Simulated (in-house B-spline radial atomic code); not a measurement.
Ionising Au8+ with different functionals

Computed with an all-electron radial atomic-structure program (B-spline basis): four-component Dirac-Coulomb Hamiltonian, Fermi nucleus of rms radius 5.4371 fm, spin-restricted, spherical fractional occupations for the functionals. The ionisation energy is the difference of two self-consistent energies, [Xe] 4f14 5d3 → [Xe] 4f14 5d2, without Breit or QED terms; ε is the level of the shell that loses the electron (mean over j). The electron is taken from both j subshells in proportion to 2j + 1, so the result is a j average, not the step between ground levels.

Hybrids are left out here: with spherical fractional occupations of an open shell their exact exchange keeps a self-interaction that integer-occupation calculations don't have.

| method | rung | ΔSCF (eV) | -ε(5d) (eV) |
| --- | --- | --- | --- |
| LDA VWN5 | LDA | 129.77 | 120.79 |
| relativistic LDA | LDA | 129.76 | 120.79 |
| LDA PW92 | LDA | 129.76 | 120.78 |
| LDA exchange-only | LDA | 127.91 | 118.94 |
| PBE | GGA | 129.39 | 120.43 |
| PBEsol | GGA | 129.44 | 120.47 |
| BLYP | GGA | 129.26 | 120.28 |
| RPBE | GGA | 129.31 | 120.35 |
| PW91 | GGA | 129.51 | 120.54 |
| BP86 | GGA | 129.49 | 120.52 |
| AM05 | GGA | 129.48 | 120.51 |
| OLYP | GGA | 129.75 | 120.77 |

Task: How do they compare with the NIST value?

Result: NIST lists 130 eV ± 2.2 (tabulated theory, ground level to ground level). Errors run from -2.19 to -0.33 eV; all lie within about twice that uncertainty, so the table can't rank the methods.
